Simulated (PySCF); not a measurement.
A calculated (PBE, PySCF 2.14, def2-SVP, the non-relativistic Hamiltonian (point nucleus)) atom or ion has these occupied shells.

```
shell  electrons  orbital energy (eV)  rms radius, mean of both spins (bohr)
   1s          2              -308.86                                  0.314
   2s          2              -40.144                                   1.50
```

Task: Name the element and its charge.

Result: C²⁺ (carbon, charge +2), in [He] 2s2, closed-shell 1S.
